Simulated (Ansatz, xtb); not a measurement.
**BCl3H2Si: which of two conformers lies lower**

Structure X is `ClB[SiH](Cl)Cl`, a singlet and structure Y is `ClB[SiH](Cl)Cl`, a singlet. Both are isolated molecules in the gas phase, relaxed with PBE0-D4/def2-SVP.

X (Å):

```yaml
atoms:
  - { symbol: B, position_ang: [-1.3005, 1.2743, -1.1304] }
  - { symbol: Cl, position_ang: [-2.4011, 1.1099, 0.1986] }
  - { symbol: Cl, position_ang: [1.8660, 1.6331, -0.6888] }
  - { symbol: Cl, position_ang: [0.4227, -1.2781, 0.2387] }
  - { symbol: Si, position_ang: [0.4205, 0.2271, -1.1714] }
  - { symbol: H, position_ang: [-1.5693, 2.0795, -1.9870] }
  - { symbol: H, position_ang: [0.7911, -0.3756, -2.4798] }
```

Y (Å):

```xyz
7

B    -0.5030   -0.0439    0.5279
Cl   -1.9990   -0.6420    1.1804
Cl    0.9004   -0.3179   -2.4253
Cl    2.5231   -1.3043    0.3758
Si    0.6890   -1.2277   -0.5789
H    -0.2044    1.1000    0.7595
H     0.2355   -2.6243   -0.8079
```

Which of the two would you expect CCSD(T)/def2-SVP + ΔMP2/def2-TZVPP electronic energies to favour?

CCSD(T)/def2-SVP + ΔMP2/def2-TZVPP gives E(Y) − E(X) = −1.35 kJ/mol, slightly favouring structure Y, which is too small a margin to settle the true order.

How the difference moves with the method:

```tsv
level	geometry	E(Y) − E(X) (kJ/mol)	departure from the last row (kJ/mol)	job, with rough time for the two
PBE0-D4/def2-SVP	PBE0-D4/def2-SVP	−0.75	+0.60	optimisation, 58 s
HF/def2-SVP	PBE0-D4/def2-SVP	−3.09	−1.74	part of the CCSD(T) run
MP2/def2-SVP	PBE0-D4/def2-SVP	−0.68	+0.66	part of the CCSD(T) run
CCSD(T)/def2-SVP	PBE0-D4/def2-SVP	−0.84	+0.51	single point
CCSD(T)/def2-SVP + ΔMP2/def2-TZVPP	PBE0-D4/def2-SVP	−1.35		single point, 23 s
```

The largest departure from CCSD(T)/def2-SVP + ΔMP2/def2-TZVPP is that of HF/def2-SVP, 1.74 kJ/mol. Levels run at GFN2-xTB geometries aren't shown. The last row adds to CCSD(T) the change of the MP2 difference between the two basis sets, here −0.51 kJ/mol.

With harmonic frequencies from PBE0-D4/def2-SVP (ideal gas, rigid rotor, one conformer each, 298.15 K, 1 atm): on the last row, ΔE + ΔZPE = −1.46 kJ/mol. A mode under 50 cm⁻¹ makes harmonic enthalpies and free energies unreliable, so none is given.

The correlated steps freeze 21 core orbitals. Run with Ansatz 0.2.0; the last row on 2 threads of Arm Neoverse V1 on a shared host.
